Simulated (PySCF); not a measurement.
Job file and geometry (Å, from PBE0-D3(BJ)/def2-SVP) of an NMR shielding run on SMILES O=C(C)c1ccsc1, C6H6OS, GIAO B3LYP/pcSseg-1 NMR shielding, non-relativistic, gas phase in PySCF; density fitting, a coarse starting grid and PySCF grid level 2 are the driver's defaults:

```
{"job": {"kind": "nmr", "xc": "B3LYP", "basis": "pcSseg-1", "pop": false}, "charge": 0, "multiplicity": 1}
C     -2.117272    -0.527141    -0.126673
C     -1.161697     0.617053    -0.354163
O     -1.543803     1.697618    -0.747389
C      0.278224     0.371898    -0.076492
C      0.871963    -0.836421     0.407338
C      2.226710    -0.729122     0.560829
S      2.788265     0.836271     0.118109
C      1.216609     1.361440    -0.275214
H     -1.838738    -1.394407    -0.745708
H     -3.133633    -0.203477    -0.381011
H     -2.086130    -0.853736     0.924771
H      0.318448    -1.748304     0.633673
H      2.927905    -1.485815     0.910235
H      1.014960     2.368865    -0.637262
```

**Question.** Write the output of this run.

**Answer.** 
```
coarse grid: 12952 points
cycle   1  E = -705.3978861681  dE =  1.380e+00  |g| = 8.695e-01  |ddm| = 3.765e+00
cycle   2  E = -704.8536397215  dE =  5.442e-01  |g| = 1.833e+00  |ddm| = 4.064e+00
cycle   3  E = -705.5415535515  dE = -6.879e-01  |g| = 2.179e-01  |ddm| = 3.359e+00
cycle   4  E = -705.5499395601  dE = -8.386e-03  |g| = 1.103e-01  |ddm| = 3.115e-01
cycle   5  E = -705.5526674569  dE = -2.728e-03  |g| = 4.327e-02  |ddm| = 1.660e-01
cycle   6  E = -705.5531801325  dE = -5.127e-04  |g| = 8.108e-03  |ddm| = 5.037e-02
cycle   7  E = -705.5531930704  dE = -1.294e-05  |g| = 3.337e-03  |ddm| = 9.178e-03
cycle   8  E = -705.5531955266  dE = -2.456e-06  |g| = 8.981e-04  |ddm| = 3.959e-03
final grid: 122440 points
cycle   9  E = -705.6269686499  dE = -2.500e-05  |g| = 7.094e-03  |ddm| = 3.158e-02
cycle  10  E = -705.6269403597  dE =  2.829e-05  |g| = 1.371e-02  |ddm| = 1.844e-02
cycle  11  E = -705.6269790071  dE = -3.865e-05  |g| = 2.091e-03  |ddm| = 1.474e-02
cycle  12  E = -705.6269798879  dE = -8.808e-07  |g| = 2.652e-04  |ddm| = 2.117e-03
cycle  13  E = -705.6269799018  dE = -1.390e-08  |g| = 1.311e-04  |ddm| = 3.995e-04
cycle  14  E = -705.6269799055  dE = -3.698e-09  |g| = 4.182e-05  |ddm| = 1.459e-04
cycle  15  E = -705.6269799059  dE = -4.220e-10  |g| = 1.746e-05  |ddm| = 6.667e-05
converged SCF energy = -705.6269799059

GIAO shielding tensors (ppm)
atom      isotropic    diamagn.    paramagn.     s11        s22        s33       span
  0 C      149.418     252.709    -103.291    130.100    135.789    182.365     52.265
  1 C      -13.449     243.423    -256.872   -105.524    -28.823     94.000    199.524
  2 O     -304.408     400.698    -705.106   -856.300   -386.272    329.348   1185.647
  3 C       32.615     260.946    -228.330    -39.276     20.076    117.046    156.322
  4 C       47.487     250.536    -203.049    -36.133     33.295    145.300    181.434
  5 C       44.722     260.500    -215.778    -45.264     45.596    133.834    179.099
  6 S      238.595    1056.493    -817.898     98.773    233.506    383.505    284.732
  7 C       36.798     254.324    -217.526    -56.241     23.709    142.926    199.167
  8 H       28.772      30.466      -1.694     25.181     29.258     31.877      6.696
  9 H       29.264      28.030       1.234     25.654     28.034     34.104      8.450
 10 H       28.769      30.415      -1.645     25.166     29.221     31.922      6.756
 11 H       24.128      32.785      -8.657     20.970     23.352     28.062      7.092
 12 H       24.381      30.243      -5.863     21.439     24.901     26.802      5.364
 13 H       23.233      31.688      -8.455     19.758     23.581     26.359      6.602
```

**Question.** Turn these shieldings into chemical shifts. Chemical shifts δ = σref − σ; $^{13}$C (179.24 ppm), $^{1}$H (31.38 ppm) vs TMS; H2O for $^{17}$O (334.04 ppm); $^{33}$S (485.41 ppm) against CS2, all at this level.

**Answer.** Averaging equivalent atoms: C 1: 192.7; C 3: 146.6; C 7: 142.4; C 5: 134.5; C 4: 131.7; C 0: 29.8; O 2: 638.4; S 6: 247; H 13: 8.15; H 11: 7.25; H 12: 7.00; H 8/9/10: 2.45 ppm. Unscaled 17O shifts of doubly bonded oxygen tend to come out too high, by tens of ppm or more. Experimental scales use liquid or dissolved standards, which lie at an offset from isolated H2O (liquid H2O: subtract about 36 ppm).

Size and cost of the density-fitted run: 173 basis functions, 16 s wall time on 1 thread of an Arm Neoverse V2, shared host.
